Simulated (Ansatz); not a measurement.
CH₆AlNSi, SMILES `[SiH3][N]1[CH2][AlH]1` at its PBE0-D4/def2-TZVP geometry, where that method's forces vanish. Total charge 0; spin multiplicity 1.

```xyz
10

Si   -0.1256   -0.1240   -1.5557
N     0.2718    0.1964    0.0736
C    -0.5248   -0.3468    1.2634
Al    1.0009    0.7491    1.5567
H    -0.1014   -1.5873   -1.8512
H    -1.4967    0.3609   -1.8937
H     0.8580    0.5610   -2.4376
H    -1.5484    0.0278    1.3230
H    -0.5042   -1.4344    1.3547
H     2.1703    1.5974    2.1668
```

(1) What forces (eV/Å) does B3LYP-D4/def2-TZVPP give on these atoms in Ansatz 0.2.0? (Best estimate.)

Results:

(1) The calculation gave: 
```
Si1 -0.019 -0.017 -0.178
N2   0.132  0.090 -0.179
C3  -0.252 -0.176  0.235
Al4  0.158  0.115  0.086
H5  -0.005  0.087  0.017
H6   0.081 -0.032  0.020
H7  -0.061 -0.043  0.049
H8   0.060 -0.039 -0.003
H9  -0.018  0.069 -0.005
H10 -0.076 -0.055 -0.043
```

B3LYP here is the variant with VWN-RPA as its local correlation; programs differ in this.
